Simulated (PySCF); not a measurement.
F6W, singlet, geometry from GFN2-xTB (such geometries of metal compounds can be far from the true shape) (core potentials on W). Base run: DF-PBE0/def2-SV(P) in PySCF.

The PySCF input:
```python
from pyscf import gto, scf, dft

mol = gto.Mole()
mol.atom = '''
    W     0.00000000   -0.00000000   -0.00000000
    F     1.10915424   -0.45499889   -1.39234928
    F    -1.10915424    0.45499889    1.39234928
    F    -1.16633876    0.78225540   -1.18474218
    F    -0.88617967   -1.59904226   -0.18339327
    F     0.88617967    1.59904226    0.18339327
    F     1.16633876   -0.78225540    1.18474218
'''
mol.basis = 'def2-sv(p)'
mol.ecp = {'W': 'def2-sv(p)'}
mol.verbose = 4
mol.build()

mf = dft.RKS(mol)
mf.xc = 'pbe0'
mf = mf.density_fit(auxbasis='def2-universal-jkfit')
mf.kernel()
mf.analyze()
```

The base run was repeated with changes; each row names its change, and settings that it needs were set with it.

```json
[
 {"change": "base", "basis functions": "109", "E (Eh)": "-665.30076", "HOMO (eV)": "-12.97", "HOMO-LUMO gap (eV)": "7.76"},
 {"change": "basis = ANO-RCC-VDZP; relativity = none (without mol.ecp = {'W': 'def2-sv(p)'}; without mf = mf.density_fit(auxbasis='def2-universal-jkfit'))", "basis functions": "152", "E (Eh)": "-14089.54649", "HOMO (eV)": "-10.03", "HOMO-LUMO gap (eV)": "1.76"},
 {"change": "basis = ANO-RCC-VDZP; relativity = spin-free X2C (without mol.ecp = {'W': 'def2-sv(p)'}; without mf = mf.density_fit(auxbasis='def2-universal-jkfit'))", "basis functions": "152", "E (Eh)": "-16744.72909", "HOMO (eV)": "-13.23", "HOMO-LUMO gap (eV)": "7.71"},
 {"change": "basis = jorge-DZP-DKH; relativity = spin-free X2C; nucleus = Gaussian (with mol.nucmod = 'G'; without mol.ecp = {'W': 'def2-sv(p)'}; without mf = mf.density_fit(auxbasis='def2-universal-jkfit'))", "basis functions": "150", "E (Eh)": "-16728.74201", "HOMO (eV)": "-12.95", "HOMO-LUMO gap (eV)": "8.62"},
 {"change": "basis = jorge-DZP-DKH; relativity = spin-free X2C (without mol.ecp = {'W': 'def2-sv(p)'}; without mf = mf.density_fit(auxbasis='def2-universal-jkfit'))", "basis functions": "150", "E (Eh)": "-16730.40786", "HOMO (eV)": "-12.95", "HOMO-LUMO gap (eV)": "8.62"},
 {"change": "basis = x2c-SVPall; relativity = none (without mol.ecp = {'W': 'def2-sv(p)'}; without mf = mf.density_fit(auxbasis='def2-universal-jkfit'))", "basis functions": "150", "E (Eh)": "-14251.18639", "HOMO (eV)": "-9.93", "HOMO-LUMO gap (eV)": "1.74"},
 {"change": "basis = ANO-RCC-VDZP; relativity = spin-free X2C; nucleus = Gaussian (with mol.nucmod = 'G'; without mol.ecp = {'W': 'def2-sv(p)'}; without mf = mf.density_fit(auxbasis='def2-universal-jkfit'))", "basis functions": "152", "E (Eh)": "-16742.43619", "HOMO (eV)": "-13.23", "HOMO-LUMO gap (eV)": "7.71"},
 {"change": "basis = x2c-SVPall; relativity = spin-free X2C (without mol.ecp = {'W': 'def2-sv(p)'}; without mf = mf.density_fit(auxbasis='def2-universal-jkfit'))", "basis functions": "150", "E (Eh)": "-16743.34473", "HOMO (eV)": "-12.92", "HOMO-LUMO gap (eV)": "7.70"},
 {"change": "basis = x2c-SVPall; relativity = spin-free X2C; nucleus = Gaussian (with mol.nucmod = 'G'; without mol.ecp = {'W': 'def2-sv(p)'}; without mf = mf.density_fit(auxbasis='def2-universal-jkfit'))", "basis functions": "150", "E (Eh)": "-16741.45783", "HOMO (eV)": "-12.92", "HOMO-LUMO gap (eV)": "7.70"},
 {"change": "basis = jorge-DZP-DKH; relativity = none (without mol.ecp = {'W': 'def2-sv(p)'}; without mf = mf.density_fit(auxbasis='def2-universal-jkfit'))", "basis functions": "150", "E (Eh)": "-15587.71578", "HOMO (eV)": "-12.93", "HOMO-LUMO gap (eV)": "7.18"}
]
```

Total energies compare only within one method and basis.

Basis sets contracted for a relativistic Hamiltonian are a mismatch without it, so the rows without relativity aren't non-relativistic limits. No row has spin-orbit coupling; sets with core potentials leave out the core electrons.
